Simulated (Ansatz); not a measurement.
Species: GeO, charge 0, singlet. GeO (SMILES [O]=[Ge]).
B3LYP-D3(BJ)/def2-TZVP minimum from Ansatz (a first-principles code):
```xyz
2

Ge     0.0000     0.0000    -0.3265
O      0.0000     0.0000     1.3060
```
Charge 0, spin multiplicity 1.

Total energies in cc-pVQZ, 10 correlated electrons, 15 frozen orbitals. Radicals and triplets start from unrestricted determinants; spin-orbit coupling is neglected. Cores are frozen in correlated methods (noble-gas shells, and filled d and f shells in the p block). No relativity. The T1 diagnostic of GeO ([O]=[Ge], singlet) reaches 0.038 in the sets run.

```csv
method,program,energy (Eh),minus CCSDT(Q) (mEh)
HF,Ansatz,-2150.29687,382.39
MP2,Ansatz,-2150.66625,13.01
CCSD,Ansatz,-2150.65557,23.69
CCSD(T),Ansatz,-2150.67720,2.06
CCSDT(Q),Ansatz,-2150.67926,0.00
```

Rough core times of Ansatz's runs on a shared machine: CCSD(T) under 20 s, CCSDT(Q) 8 min.
